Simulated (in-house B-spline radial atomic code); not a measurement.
Inner levels of thulium as electrons are removed. A shift is the extra binding of the orbital against the neutral atom ([Xe] 4f13 6s2). Computed with a B-spline radial code for spherical atoms: non-relativistic Hartree-Fock, average of the configuration, point nuclei.

This level leaves out relativity, spin-orbit splitting included, which matters for heavy ions.

```csv
ion,configuration,shift of 1s (eV),radius of 1s (bohr),Σ<r²> (bohr²),change of density at nucleus (bohr⁻³)
Tm47+,[Ar] 3d4,2814.09,0.021965,0.6565,-289.24
Tm48+,[Ar] 3d3,2973,0.021965,0.60936,-175.72
Tm49+,[Ar] 3d2,3134.22,0.021966,0.56367,-59.937
Tm50+,[Ar] 3d1,3297.75,0.021966,0.51937,58.092
Tm51+,[Ne] 3s2 3p6,3463.59,0.021966,0.4764,178.41
Tm52+,[Ne] 3s2 3p5,3629.22,0.021963,0.42258,307.66
Tm53+,[Ne] 3s2 3p4,?,?,?,?
Tm54+,[Ne] 3s2 3p3,3965.76,0.021958,0.31814,571.82
Tm55+,[Ne] 3s2 3p2,4136.65,0.021955,0.26746,706.73
Tm56+,[Ne] 3s2 3p1,4309.3,0.021953,0.21778,843.52
Tm57+,[Ne] 3s2,4483.7,0.02195,0.16907,982.2
Tm58+,[Ne] 3s1,4645.65,0.021949,0.11612,-2025.27
Tm59+,[He] 2s2 2p6,?,?,?,?
Tm60+,[He] 2s2 2p5,5212.56,0.021935,0.056176,-4727.53
Tm61+,[He] 2s2 2p4,5620.26,0.021922,0.048511,-4355.54
Tm62+,[He] 2s2 2p3,6032.06,0.021908,0.041039,-3978.61
Tm63+,[He] 2s2 2p2,6447.97,0.021895,0.033755,-3596.72
Tm64+,[He] 2s2 2p1,?,?,?,?
Tm65+,[He] 2s2,7292.03,0.021866,0.019724,-2818.04
Tm66+,[He] 2s1,7656.27,0.021865,0.010423,-14978.7
Tm67+,1s2,8023.08,0.021858,0.0012749,-27364.4
Tm68+,1s1,9192.04,0.021739,0.00063012,-129916
```

(1) Fill in the row of Tm53+.

(2) Fill in the row of Tm59+.

(3) Fill in the row of Tm64+.

Results:

(1) shift of 1s (eV): 3796.61; radius of 1s (bohr): 0.021961; Σ<r²> (bohr²): 0.36984; change of density at nucleus (bohr⁻³): 438.81.

(2) shift of 1s (eV): 4808.98; radius of 1s (bohr): 0.021948; Σ<r²> (bohr²): 0.06404; change of density at nucleus (bohr⁻³): -5094.59.

(3) shift of 1s (eV): 6867.96; radius of 1s (bohr): 0.021881; Σ<r²> (bohr²): 0.026652; change of density at nucleus (bohr⁻³): -3209.88.
